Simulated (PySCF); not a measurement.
HNSi, SMILES [NH+]#[Si-].

Geometry optimised at PBE0-D3(BJ)/def2-TZVPD.

These are TDA-M06-2X/def2-TZVPD (PySCF 2.14.0) values and carry that method's errors.

Vertical excitations; the highest root listed may be one member of a degenerate set.  State labels are in the subgroup C2v.

| state | symmetry | energy (eV) | λ (nm) | f | main pairs |
|---|---|---|---|---|---|
| S1 | A2 | 4.70 | 264 | 0.000 | HOMO→LUMO 48 %, HOMO−1→LUMO+1 48 % |
| S2 | A1 | 5.18 | 239 | 0.000 | HOMO−1→LUMO, HOMO→LUMO+1 (degenerate set) |
| S3 | A2 | 5.18 | 239 | 0.000 | HOMO−1→LUMO+1, HOMO→LUMO (degenerate set) |
| S4 | B2 | 6.83 | 182 | 0.125 | HOMO−2→LUMO+1 (degenerate set) |
| S5 | B1 | 6.83 | 182 | 0.125 | HOMO−2→LUMO (degenerate set) |
| S6 | B1 | 7.50 | 165 | 0.187 | HOMO−1→LUMO+3, HOMO−1→LUMO+2 (degenerate set) |
| S7 | B2 | 7.50 | 165 | 0.187 | HOMO→LUMO+3, HOMO→LUMO+2 (degenerate set) |
| S8 | A1 | 7.76 | 160 | 0.145 | HOMO→LUMO+1 32 %, HOMO−1→LUMO 32 %, HOMO−2→LUMO+3 22 % |
| S9 | B1 | 8.20 | 151 | 0.015 | HOMO−1→LUMO+2 (degenerate set) |
| S10 | B2 | 8.20 | 151 | 0.015 | HOMO→LUMO+2 (degenerate set) |
| T1 | A1 | 4.16 | 298 | 0 | HOMO−1→LUMO 47 %, HOMO→LUMO+1 47 % |
| T2 | A1 | 4.68 | 265 | 0 | HOMO→LUMO+1, HOMO−1→LUMO (degenerate set) |
| T3 | A2 | 4.68 | 265 | 0 | HOMO→LUMO, HOMO−1→LUMO+1 (degenerate set) |
| T4 | A2 | 4.70 | 264 | 0 | HOMO−1→LUMO+1 48 %, HOMO→LUMO 48 % |
Triplets are in the Tamm–Dancoff approximation.
